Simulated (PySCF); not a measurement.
Gas-phase equilibrium of 1 mol TiCl4, 0.37 mol O2 at 1000 K and 10.0 bar, among 9 species (ClO, O2, O, TiCl4, O3, TiOCl2, Cl, Cl2, TiO2). Only gases are allowed; each row takes one source of thermochemistry for all species, and Cantera finds the minimum.

Computed with PySCF (xtb for GFN2) and rigid-rotor harmonic-oscillator thermochemistry at 1 bar. The comparison is the NASA 1993 polynomial table, which mixes measured and estimated data. After a fit of one offset per element over all species, the range-separated, M06-2X, PBE0/def2-QZVP and CCSD(T)/def2-TZVPP enthalpies, where run, lie to one side of the table for O3 (+19 kJ/mol), TiOCl2 (-50 kJ/mol): a fault of the table's entry, another state or a shared error of the levels is possible; this was not checked at source. S°(298 K) at PBE0/def2-TZVP differs from the NASA 1993 table for TiOCl2 (+10 J/mol/K); whether the harmonic model or the table's entry is off was not settled. † marks an energy on the PBE0/def2-TZVP geometry and frequencies; other levels use their own. Open shells (unrestricted) among the columns below: ClO (multiplicity 2, electronic degeneracy 4), O2 (multiplicity 3), Cl (multiplicity 2, electronic degeneracy 6); the rest are closed-shell singlets. GFN2 has no spin-polarisation term. Spin-orbit splitting is ignored; it lowers the true energy and changes the entropy of ClO, Cl. The harmonic model lacks anharmonicity and excited electronic states, which grow with temperature; levels with a mode under 35 cm⁻¹ are left out. Strong static correlation: O3. Soft modes under 120 cm⁻¹ make the harmonic entropy rough for TiCl4, TiOCl2. The table's entry may be an old estimate for ClO, TiOCl2 (not checked at source). Warning, point group unlike the PBE0 one: TiOCl2 (GFN2-xTB).

Molecules larger than those listed are left out. Table species left out: Ti, TiCl, TiCl2, TiCl3, TiO, TiOCl.

Mole fractions:

```json
[
 {"thermochemistry": "table", "x TiCl4": "0.73", "x O2": "0.27", "x O3": "4.4e-12", "x TiOCl2": "0.00011", "x Cl2": "0.00011", "x Cl": "1.3e-6", "x ClO": "1.3e-7"},
 {"thermochemistry": "BLYP/def2-TZVP†", "x TiCl4": "0.73", "x O2": "0.27", "x O3": "1.4e-12", "x TiOCl2": "0.0025", "x Cl2": "0.0025", "x Cl": "9.6e-6", "x ClO": "1.8e-6"},
 {"thermochemistry": "GFN2-xTB", "x TiCl4": "0.80", "x O2": "1.6e-5", "x O3": "0.20", "x TiOCl2": "0.0011", "x Cl2": "0.0011", "x Cl": "1.6e-7", "x ClO": "2.8e-6"},
 {"thermochemistry": "PBE/def2-TZVP†", "x TiCl4": "0.73", "x O2": "0.27", "x O3": "7.4e-12", "x TiOCl2": "0.0015", "x Cl2": "0.0015", "x Cl": "1.0e-6", "x ClO": "7.4e-7"},
 {"thermochemistry": "PBE0/def2-SVP†", "x TiCl4": "0.73", "x O2": "0.27", "x O3": "<1e-12", "x TiOCl2": "0.00025", "x Cl2": "0.00025", "x Cl": "9.3e-6", "x ClO": "9.4e-9"}
]
```
The most sensitive of these is O3: it spans a factor of 10^11.3 over these rows; at this temperature one factor of ten is RT ln 10 = 19 kJ/mol.
